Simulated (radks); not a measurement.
The samarium ion Sm51+, 11 electrons, occupied as [Ne] 3s1 (the NIST ground configuration). All-electron calculation, scalar-relativistic Kohn-Sham, r2SCAN, spin-polarised, spherical densities, finite nucleus; open shells are filled with parallel spins first (spin-orbit coupling, left out, can overturn this in heavy ions); meta-GGA in the generalised Kohn-Sham scheme; Fermi nuclear charge, rms radius 5.0819 fm. Program: a radial shooting solver on a logarithmic mesh with Libxc functionals. Some entries of the table are withheld. Estimate them.

| orbital | occ. | eigenvalue (hartree) | <r^2> (bohr^2) |
|---|---|---|---|
| 1s up | 1 | (1) | 0.0007037 |
| 1s down | 1 | (2) | 0.0007038 |
| 2s up | 1 | -412.9924 | 0.01069 |
| 2s down | 1 | -412.8811 | 0.01069 |
| 2p up | 3 | -383.9329 | 0.008515 |
| 2p down | 3 | -383.8022 | 0.008508 |
| 3s up | 1 | (3) | 0.05916 |
| 3s down | 0 | (4) | 0.05935 |

Answer. 
(1) 1s up eigenvalue (hartree): -1857.863
(2) 1s down eigenvalue (hartree): -1857.742
(3) 3s up eigenvalue (hartree): -169.9960
(4) 3s down eigenvalue (hartree): -167.9178
